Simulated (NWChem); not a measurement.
System: C₂F₃, doublet; SMILES FC(F)=[C]F

The following NWChem deck was run.

```
start job
memory heap 200 mb stack 900 mb global 1100 mb
geometry units angstroms noautoz
  F      0.022183     1.948769     0.000000
  C     -0.574243     0.799035     0.000000
  C     -0.065957    -0.419906     0.000000
  F      1.218609    -0.698879     0.000000
  F     -0.805590    -1.499480     0.000000
end
basis spherical
  * library 6-31g*
end
dft
  odft
  mult 2
  xc xpbe96 cpbe96
  grid xcoarse
  iterations 150
  mulliken
end
task dft gradient
```

Output (shortened):

```
             Northwest Computational Chemistry Package (NWChem) 7.3.0
             --------------------------------------------------------

 CS  symmetry detected

                             Geometry "geometry" -> ""
                             -------------------------

 Output coordinates in angstroms (scale by  1.889725989 to convert to a.u.)

  No.       Tag          Charge          X              Y              Z
 ---- ---------------- ---------- -------------- -------------- --------------
    1 F                    9.0000    -0.03241790     1.94787460     0.00000000
    2 C                    6.0000    -0.59754922     0.78243956     0.00000000
    3 C                    6.0000    -0.05650153    -0.42231736     0.00000000
    4 F                    9.0000     1.23513564    -0.66646722     0.00000000
    5 F                    9.0000    -0.76668392    -1.52148885     0.00000000

 Effective nuclear repulsion energy (a.u.)     163.2495376263

      Symmetry information
      --------------------

 Group name             Cs
 Group number              2
 Group order               2
 No. of unique centers     5

  pbe96 is a nonlocal functional; adding pw91lda local functional.

                                 NWChem DFT Module
                                 -----------------

 Summary of "ao basis" -> "ao basis" (spherical)
 ------------------------------------------------------------------------------
       Tag                 Description            Shells   Functions and Types
 ---------------- ------------------------------  ------  ---------------------
 F                           6-31g*                  6       14   3s2p1d
 C                           6-31g*                  6       14   3s2p1d

      Symmetry analysis of basis
      --------------------------

        a'         50
        a"         20

            General Information
            -------------------
          SCF calculation type: DFT
          Wavefunction type:  spin polarized.
          No. of atoms     :     5
          No. of electrons :    39
           Alpha electrons :    20
            Beta electrons :    19
          Charge           :     0
          Spin multiplicity:     2
          Use of symmetry is: on ; symmetry adaption is: on
          Maximum number of iterations: 150
          AO basis - number of functions:    70
                     number of shells:    30
          Convergence on energy requested:  1.00D-06
          Convergence on density requested:  1.00D-05
          Convergence on gradient requested:  5.00D-04

              XC Information
              --------------
          PerdewBurkeErnzerhof Exchange Functional  1.000
            Perdew 1991 LDA Correlation Functional  1.000 local
           PerdewBurkeErnz. Correlation Functional  1.000 non-local

             Grid Information
             ----------------
          Grid used for XC integration:  xcoarse
          Radial quadrature: Mura-Knowles
          Angular quadrature: Lebedev.
          Tag              B.-S. Rad. Rad. Pts. Rad. Cut. Ang. Pts.
          ---              ---------- --------- --------- ---------
          F                   0.50       21           8.0       194
          C                   0.70       21           6.0       194
          Grid pruning is: on
          Number of quadrature shells:   105
          Spatial weights used:  Erf1

      Superposition of Atomic Density Guess
      -------------------------------------

 Sum of atomic energies:        -373.43750437

      Non-variational initial energy
      ------------------------------

 Total energy =    -374.963153
 1-e energy   =    -843.678373
 2-e energy   =     305.465682
 HOMO         =      -0.179000
 LUMO         =       0.171052

   Symmetry analysis of molecular orbitals - initial alpha
   -------------------------------------------------------

  Numbering of irreducible representations:

     1 a'          2 a"

  Orbital symmetries:

     1 a'          2 a'          3 a'          4 a'          5 a'
     6 a'          7 a'          8 a'          9 a'         10 a'
    11 a'         12 a'         13 a"         14 a"         15 a'
    16 a"         17 a'         18 a'         19 a"         20 a'
    21 a"         22 a'         23 a'         24 a'         25 a'
    26 a'         27 a"         28 a'         29 a'         30 a'

   Symmetry analysis of molecular orbitals - initial beta
   ------------------------------------------------------

  Numbering of irreducible representations:

     1 a'          2 a"

  Orbital symmetries:

     1 a'          2 a'          3 a'          4 a'          5 a'
     6 a'          7 a'          8 a'          9 a'         10 a'
    11 a'         12 a'         13 a"         14 a"         15 a'
    16 a"         17 a'         18 a'         19 a"         20 a'
    21 a"         22 a'         23 a'         24 a'         25 a'
    26 a'         27 a"         28 a'         29 a'         30 a'

     ---------------------------------------------
      Total Density - Mulliken Population Analysis
     ---------------------------------------------

    Atom       Charge   Shell Charges
 -----------   ------   -------------------------------------------------------
    1 F    9     9.35   2.00  0.94  3.35  1.00  2.05  0.01
    2 C    6     5.76   2.00  0.69  1.57  0.59  0.85  0.06
    3 C    6     5.05   2.00  0.63  1.46  0.33  0.53  0.10
    4 F    9     9.42   2.00  0.94  3.38  1.00  2.09  0.01
    5 F    9     9.42   2.00  0.94  3.38  1.00  2.09  0.01

     --------------------------------------------
      Spin Density - Mulliken Population Analysis
     --------------------------------------------

    Atom       Charge   Shell Charges
 -----------   ------   -------------------------------------------------------
    1 F    9     0.09   0.00  0.00  0.07 -0.00  0.01  0.00
    2 C    6     0.77   0.00  0.04  0.34  0.16  0.22  0.00
    3 C    6     0.10   0.00  0.03  0.04  0.01  0.01  0.01
    4 F    9     0.04   0.00  0.00  0.04 -0.00  0.00  0.00
    5 F    9     0.00   0.00  0.00  0.00 -0.00 -0.00  0.00

   convergence    iter        energy       DeltaE   RMS-Dens  Diis-err
 ---------------- ----- ----------------- --------- --------- ---------
 d= 0,ls=0.0,diis     1   -375.0711440196 -5.38D+02  1.25D-02  3.28D-01
                                                     1.18D-02  3.21D-01
 d= 0,ls=0.0,diis     2   -374.8008907150  2.70D-01  8.00D-03  1.12D+00
                                                     7.55D-03  1.13D+00
 d= 0,ls=0.0,diis     3   -375.2044902921 -4.04D-01  2.09D-03  3.83D-02
                                                     1.75D-03  3.77D-02
 d= 0,ls=0.0,diis     4   -375.2132788538 -8.79D-03  8.65D-04  9.60D-03
                                                     8.29D-04  9.87D-03
 d= 0,ls=0.0,diis     5   -375.2159295477 -2.65D-03  3.14D-04  1.82D-03
                                                     3.07D-04  1.76D-03
  Resetting Diis
 d= 0,ls=0.0,diis     6   -375.2165172720 -5.88D-04  1.19D-04  3.08D-05
                                                     5.33D-05  1.14D-05
 d= 0,ls=0.0,diis     7   -375.2165196109 -2.34D-06  1.49D-04  1.73D-05
                                                     1.94D-04  2.75D-05
 d= 0,ls=0.0,diis     8   -375.2164506477  6.90D-05  1.31D-04  1.66D-04
                                                     1.15D-04  1.36D-04
 d= 0,ls=0.0,diis     9   -375.2165344967 -8.38D-05  1.17D-05  4.44D-07
                                                     1.14D-05  3.63D-07
 d= 0,ls=0.0,diis    10   -375.2165347814 -2.85D-07  1.18D-05  3.28D-07
                                                     1.09D-05  3.75D-07
 d= 0,ls=0.0,diis    11   -375.2165350470 -2.66D-07  3.22D-06  3.71D-08
                                                     3.85D-06  4.10D-08

         Total DFT energy =     -375.216535046997
      One electron energy =     -843.823845040774
           Coulomb energy =      347.200922434836
    Exchange-Corr. energy =      -41.843150067333
 Nuclear repulsion energy =      163.249537626274

 Numeric. integr. density =       39.002076518095

                  Occupations of the irreducible representations
                  ----------------------------------------------

                     irrep           alpha         beta
                     --------     --------     --------
                     a'               16.0         15.0
                     a"                4.0          4.0

                    DFT Final Alpha Molecular Orbital Analysis
                    ------------------------------------------

 Vector   18  Occ=1.000000D+00  E=-3.635448D-01  Symmetry=a'
              MO Center=  2.9D-02, -1.0D+00,  2.5D-14, r^2= 1.8D+00
   Bfn.  Coefficient  Atom+Function         Bfn.  Coefficient  Atom+Function
  ----- ------------  ---------------      ----- ------------  ---------------
    59      0.489038  5 F  px                46      0.370793  4 F  py
    63      0.325775  5 F  px                50      0.243294  4 F  py
    45      0.230219  4 F  px                60     -0.188670  5 F  py
    49      0.157060  4 F  px                64     -0.123632  5 F  py
     3     -0.088809  1 F  px                 4      0.087420  1 F  py

 Vector   19  Occ=1.000000D+00  E=-2.380636D-01  Symmetry=a'
              MO Center= -6.3D-01,  8.9D-01, -7.6D-15, r^2= 1.5D+00
   Bfn.  Coefficient  Atom+Function         Bfn.  Coefficient  Atom+Function
  ----- ------------  ---------------      ----- ------------  ---------------
    17      0.506122  2 C  px                20     -0.467706  2 C  s
     3     -0.347930  1 F  px                21      0.276492  2 C  px
     7     -0.265441  1 F  px                34      0.183804  3 C  s
    32      0.170157  3 C  py                46     -0.154720  4 F  py
    16     -0.145392  2 C  s                 30      0.123843  3 C  s

 Vector   20  Occ=1.000000D+00  E=-2.138134D-01  Symmetry=a"
              MO Center= -2.5D-01,  2.6D-01,  6.3D-15, r^2= 2.0D+00
   Bfn.  Coefficient  Atom+Function         Bfn.  Coefficient  Atom+Function
  ----- ------------  ---------------      ----- ------------  ---------------
    19      0.429441  2 C  pz                33      0.357625  3 C  pz
     5     -0.285356  1 F  pz                23      0.275611  2 C  pz
    61     -0.242275  5 F  pz                47     -0.231870  4 F  pz
     9     -0.226614  1 F  pz                65     -0.185716  5 F  pz
    51     -0.179352  4 F  pz                37      0.173695  3 C  pz

 Vector   21  Occ=0.000000D+00  E= 4.817542D-03  Symmetry=a"
              MO Center= -2.6D-01,  9.5D-02,  1.2D-15, r^2= 1.8D+00
   Bfn.  Coefficient  Atom+Function         Bfn.  Coefficient  Atom+Function
  ----- ------------  ---------------      ----- ------------  ---------------
    33      0.568767  3 C  pz                23     -0.501307  2 C  pz
    37      0.498777  3 C  pz                19     -0.473754  2 C  pz
    47     -0.204873  4 F  pz                61     -0.202640  5 F  pz
     5      0.191334  1 F  pz                65     -0.179959  5 F  pz
    51     -0.178177  4 F  pz                 9      0.172627  1 F  pz

 Vector   22  Occ=0.000000D+00  E= 4.801088D-02  Symmetry=a'
              MO Center= -3.2D-01,  5.2D-01, -2.2D-16, r^2= 2.1D+00
   Bfn.  Coefficient  Atom+Function         Bfn.  Coefficient  Atom+Function
  ----- ------------  ---------------      ----- ------------  ---------------
    20      0.628281  2 C  s                  6     -0.563357  1 F  s
    22      0.513367  2 C  py                35      0.376065  3 C  px
    31      0.351041  3 C  px                 8      0.342208  1 F  py
    62      0.316633  5 F  s                  4      0.310089  1 F  py
    18      0.277752  2 C  py                60      0.245576  5 F  py

 Vector   23  Occ=0.000000D+00  E= 1.177603D-01  Symmetry=a'
              MO Center=  1.5D-01, -7.3D-01, -5.4D-16, r^2= 1.5D+00
   Bfn.  Coefficient  Atom+Function         Bfn.  Coefficient  Atom+Function
  ----- ------------  ---------------      ----- ------------  ---------------
    34      1.676431  3 C  s                 48     -0.645081  4 F  s
    62     -0.567284  5 F  s                 49      0.454047  4 F  px
    36     -0.344647  3 C  py                45      0.332658  4 F  px
    32     -0.320060  3 C  py                63     -0.311989  5 F  px
    22      0.283431  2 C  py                64     -0.267409  5 F  py

                     DFT Final Beta Molecular Orbital Analysis
                     -----------------------------------------

 Vector   17  Occ=1.000000D+00  E=-3.795273D-01  Symmetry=a"
              MO Center=  2.5D-01, -1.1D+00, -4.3D-16, r^2= 1.6D+00
   Bfn.  Coefficient  Atom+Function         Bfn.  Coefficient  Atom+Function
  ----- ------------  ---------------      ----- ------------  ---------------
    47      0.484336  4 F  pz                61     -0.474410  5 F  pz
    51      0.334959  4 F  pz                65     -0.328158  5 F  pz
    41     -0.030201  3 C  d  1

 Vector   18  Occ=1.000000D+00  E=-3.622603D-01  Symmetry=a'
              MO Center=  7.2D-02, -9.9D-01, -3.0D-16, r^2= 1.9D+00
   Bfn.  Coefficient  Atom+Function         Bfn.  Coefficient  Atom+Function
  ----- ------------  ---------------      ----- ------------  ---------------
    59      0.478385  5 F  px                46      0.385084  4 F  py
    63      0.319266  5 F  px                50      0.253385  4 F  py
    45      0.224824  4 F  px                60     -0.183441  5 F  py
    49      0.153328  4 F  px                64     -0.120314  5 F  py
     3     -0.104182  1 F  px                 4      0.094328  1 F  py

 Vector   19  Occ=1.000000D+00  E=-2.030213D-01  Symmetry=a"
              MO Center= -2.1D-01,  1.4D-01, -1.4D-15, r^2= 1.9D+00
   Bfn.  Coefficient  Atom+Function         Bfn.  Coefficient  Atom+Function
  ----- ------------  ---------------      ----- ------------  ---------------
    33      0.399187  3 C  pz                19      0.392065  2 C  pz
     5     -0.260304  1 F  pz                61     -0.254565  5 F  pz
    23      0.246606  2 C  pz                47     -0.246015  4 F  pz
    37      0.210240  3 C  pz                 9     -0.205780  1 F  pz
    65     -0.198397  5 F  pz                51     -0.193082  4 F  pz

 Vector   20  Occ=0.000000D+00  E=-1.475510D-01  Symmetry=a'
              MO Center= -7.2D-01,  8.0D-01,  7.9D-16, r^2= 1.4D+00
   Bfn.  Coefficient  Atom+Function         Bfn.  Coefficient  Atom+Function
  ----- ------------  ---------------      ----- ------------  ---------------
    20     -0.513583  2 C  s                 17      0.479974  2 C  px
    21      0.293449  2 C  px                 3     -0.287263  1 F  px
     7     -0.230193  1 F  px                32      0.172664  3 C  py
    34      0.154250  3 C  s                 16     -0.140962  2 C  s
    30      0.134361  3 C  s                 46     -0.131265  4 F  py

[...]

                         DFT ENERGY GRADIENTS

    atom               coordinates                        gradient
                 x          y          z           x          y          z
   1 F      -0.061261   3.680949   0.000000   -0.009789  -0.020804   0.000000
   2 C      -1.129204   1.478596   0.000000    0.015511   0.009137   0.000000
   3 C      -0.106772  -0.798064   0.000000    0.004498  -0.010928   0.000000
   4 F       2.334068  -1.259440   0.000000   -0.023653   0.003972   0.000000
   5 F      -1.448823  -2.875197   0.000000    0.013433   0.018624   0.000000
```

Level: PBE/6-31G* (spherical d), spin-unrestricted. In the optimisation the excess spin sits in a' (Cs, its own frame). All runs use the structure optimised with PBE0/def2-SVP, spin-unrestricted. No stability test was run on the SCF state.
